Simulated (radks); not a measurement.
Correlation energies from several functionals, in hartree. Species: B+ [He] 2s2; Hg52+ [Ar] 3d10; B2+ [He] 2s1; Cd+ [Kr] 4d10 5s1. Calculated with a radial shooting solver on a logarithmic mesh with Libxc functionals: non-relativistic Kohn-Sham, r2SCAN, spin-polarised, spherical densities, point nucleus; meta-GGA in the generalised Kohn-Sham scheme. Every spin shell is full or empty, so the densities are truly spherical. Functionals are evaluated on that one density, not self-consistently.

| functional | B+ | Hg52+ | B2+ | Cd+ |
|---|---|---|---|---|
| PW92 | -0.25212 | -3.6833 | -0.18951 | -4.5078 |
| PZ | -0.25192 | -3.6977 | -0.18869 | -4.5051 |
| Wigner | -0.19354 | -1.5621 | -0.11094 | -2.5021 |
| Chachiyo | -0.24648 | -3.6635 | -0.18598 | -4.4476 |
| PBEsol | -0.11300 | -1.9220 | -0.071300 | -2.8411 |
| LYP | -0.10662 | -1.5725 | -0.067010 | -2.3922 |
| P86 | -0.10147 | -2.2446 | -0.057910 | -2.8420 |
| OP (B88) | -0.11257 | -1.5878 | -0.072833 | -2.3254 |
| TPSS | -0.093821 | -1.6722 | -0.053715 | -2.5124 |
| revTPSS | -0.099085 | -1.6828 | -0.056469 | -2.5420 |
| SCAN | -0.090743 | -1.6556 | -0.052735 | -2.5039 |
